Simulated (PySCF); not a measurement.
**`InChI=1S/C2H5BNS/c5-2-1-3-4-2/h1,3H2,(H,4,5)/q-1`, charge -1**

Molfile (atoms numbered from 1):
```
C2H5BNS
     RDKit          3D

 10 10  0  0  0  0  0  0  0  0999 V2000
    2.4749    0.0438    0.0348 S   0  0  0  0  0  0  0  0  0  0  0  0
    0.7992   -0.0289    0.0319 C   0  0  0  0  0  0  0  0  0  0  0  0
   -0.1973   -1.1028   -0.3688 C   0  0  0  0  0  0  0  0  0  0  0  0
   -1.3623    0.0019    0.0750 B   0  0  0  0  0  0  0  0  0  0  0  0
   -0.0887    0.8829    0.3981 N   0  0  0  0  0  0  0  0  0  0  0  0
   -0.0955   -1.3773   -1.4323 H   0  0  0  0  0  0  0  0  0  0  0  0
   -0.0717   -2.0191    0.2323 H   0  0  0  0  0  0  0  0  0  0  0  0
   -2.0698    0.4639   -0.8353 H   0  0  0  0  0  0  0  0  0  0  0  0
   -2.0435   -0.2751    1.0758 H   0  0  0  0  0  0  0  0  0  0  0  0
    0.1869    1.7958    0.7473 H   0  0  0  0  0  0  0  0  0  0  0  0
  1  2  2  0
  2  3  1  0
  3  4  1  0
  4  5  1  0
  5  2  1  0
  3  6  1  0
  3  7  1  0
  4  8  1  0
  4  9  1  0
  5 10  1  0
M  CHG  1   4  -1
M  END
```

Computed with GIAO X3LYP/aug-pcSseg-1 magnetisability, rotational g tensor and spin-rotation constants, non-relativistic, gas phase in PySCF. Geometry: PBE0-D3(BJ)/def2-SVP.

For an ion the centre-of-mass motion in the field is neglected.

Problem. What are the magnetisability and the molar susceptibility?

Solution. Isotropic -924 × 10⁻³⁰ J/T², or -55.6 × 10⁻⁶ cm³/mol; principal values -1015, -938, -818 × 10⁻³⁰ J/T², anisotropy 172 × 10⁻³⁰ J/T² (root of half the summed squared differences of the principal values). The susceptibility is in cgs units.

Problem. Split it along the inertial axes a, b, c into diamagnetic and paramagnetic parts about the centre of mass, with the quadrupole moment.

Solution. 
```
axis  χ (10⁻⁶ cm³/mol)  diamagnetic (10⁻⁶ cm³/mol)  paramagnetic (10⁻⁶ cm³/mol)  summed x² of all electrons (Å²)  quadrupole Θ (D Å)
   a             -60.3                      -200.6                        140.3                            112.6              -25.51
   b             -50.1                      -534.6                        484.5                             33.9              +15.06
   c             -56.5                      -621.6                        565.2                             13.4              +10.45
```
Anisotropies 2χaa − χbb − χcc = -14.1 and 2χbb − χaa − χcc = +16.6 × 10⁻⁶ cm³/mol. Θ is traceless in Buckingham's convention.

Problem. And the rotational g tensor?

Solution. 
```csv
axis,rotational constant (GHz),g,nuclear part,electronic part
a,11.6738,-0.1053,0.6641,-0.7693
b,2.7110,-0.0679,0.5492,-0.6171
c,2.2737,-0.0472,0.5565,-0.6037
```
Asymmetric top; isotopes 11B, 12C, 1H, 14N, 32S; no vibrational averaging.
